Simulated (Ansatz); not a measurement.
Cost and result for the atomization energy of CH₈AlGaSi, SMILES `[SiH3][CH2][AlH][GaH2]` (12 atoms, 11 bonds).

```xyz
12

Si    0.514    0.071    1.359
C     1.162    0.956   -0.133
Al   -0.261    0.775   -1.495
Ga   -1.508   -1.286   -0.799
H    -0.544    0.856    2.048
H     1.513   -0.391    2.362
H    -0.177   -1.207    0.899
H     1.494    1.974    0.088
H     2.029    0.403   -0.522
H    -0.400    1.831   -2.679
H    -0.986   -2.727   -1.185
H    -2.835   -1.254    0.056
```

Total charge 0; spin multiplicity 1. Correlated methods include outer-core shells of Ga, which these sets cover unevenly. Scalar relativity is left out up to krypton. All single points use the PBE0-D4/def2-TZVP geometry. It is one conformer, not always the lowest. Program: Ansatz. All runs use 4 threads of an Intel Xeon 6975P-C on a shared host. Times are those of one run each, without the atoms' runs, and a repeat can differ threefold. Electronic energies, without spin–orbit coupling; frozen cores. CCSD(T)/CBS adds CCSD(T) − MP2 in def2-TZVPP to the MP2 limit, and its time is that of the two runs behind it. T1 = 0.013. With those shells the extrapolation isn't a true limit. B3LYP takes the VWN-RPA correlation (the form of Gaussian; ORCA's B3LYP/G).

CCSD(T)/CBS is a level of theory with its own doubt, some kJ/mol a heavy atom from the limit and from the frozen cores, so smaller differences don't rank the functionals.

| level | functions | wall time | atomization (kJ/mol) | difference from CCSD(T)/CBS | per bond |
| --- | --- | --- | --- | --- | --- |
| LDA (SPW92)/def2-TZVPP | 275 | 1.2 s | 3822.4 | 367.3 | 33.4 |
| revPBE-D4/def2-TZVPP | 275 | 1.6 s | 3362.7 | -92.4 | -8.4 |
| BLYP-D4/def2-TZVPP | 275 | 1.7 s | 3377.6 | -77.5 | -7.0 |
| CAM-B3LYP-D4/def2-TZVPP | 275 | 3.1 s | 3445.4 | -9.7 | -0.9 |
| r2SCAN-D4/def2-TZVPP (with forces) | 275 | 3.2 s | 3458.5 | 3.4 | 0.3 |
| CCSD(T)/def2-SVP | 122 | 4 s | 3251.7 | -203.4 | -18.5 |
| B3LYP-D4/def2-TZVPP (with forces) | 275 | 4.2 s | 3426.1 | -29.0 | -2.6 |
| B2PLYP/def2-TZVPP | 275 | 4.4 s | 3383.8 | -71.3 | -6.5 |
| B97M-V/def2-TZVPP | 275 | 5.5 s | 3489.6 | 34.5 | 3.1 |
| ωB97X-V/def2-TZVPP | 275 | 6 s | 3468.9 | 13.8 | 1.3 |
| MP2/def2-QZVPP | 526 | 21 s | 3405.9 | -49.2 | -4.5 |
| CCSD(T)/def2-TZVPP | 275 | 53 s | 3384.6 | -70.5 | -6.4 |
| CCSD(T)/CBS(def2) | – | 74 s | 3455.1 | 0.0 | 0.0 |

Leaving LDA and LC-ωPBE aside and taking each functional with its dispersion term where it has one, the values spread over 126.9 kJ/mol, from revPBE-D4 to B97M-V. LDA lies +435.8 kJ/mol from PBE without D4, its usual overbinding. From BLYP to BHLYP (50 % exact exchange), in def2-TZVPP and without D4, the atomization energy moves by +40.3 kJ/mol. At CCSD(T), def2-SVP lies −203.4 kJ/mol from the extrapolated value and def2-TZVPP −70.4 kJ/mol: correlation converges slowly with the basis, and small sets miss more of it in the bonded molecule than in its fragments.
